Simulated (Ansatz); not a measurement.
Ansatz (an electronic-structure program) input:

Ansatz 0.2 input:
```yaml
crystal:
  periodic: [false, false, false]
  atoms:
    - {symbol: C, position_ang: [-0.76620736, 0.74042944, 0.67423054]}
    - {symbol: C, position_ang: [0.14821181, 0.33594773, -0.16934856]}
    - {symbol: O, position_ang: [0.52424157, -0.95057406, -0.42524233]}
    - {symbol: H, position_ang: [-1.20617544, 1.65582318, 1.02155770]}
    - {symbol: H, position_ang: [0.72267381, 1.03371630, -0.77663788]}
    - {symbol: H, position_ang: [-0.00245760, -1.54321003, 0.12772692]}
basis:
  gaussian:
    orbitals: def2-TZVPD
hamiltonian:
  xc: {name: LC-wPBE}
magnetization: {spin_polarized: true, initial_magnetization: 1}
output: {forces: true}
```

### Question
Which total energy does the run end on?

### Answer
-153.08688 Eh (LC-wPBE/def2-TZVPD). The basis has 141 functions.

It need not be the lowest isomer of its formula.
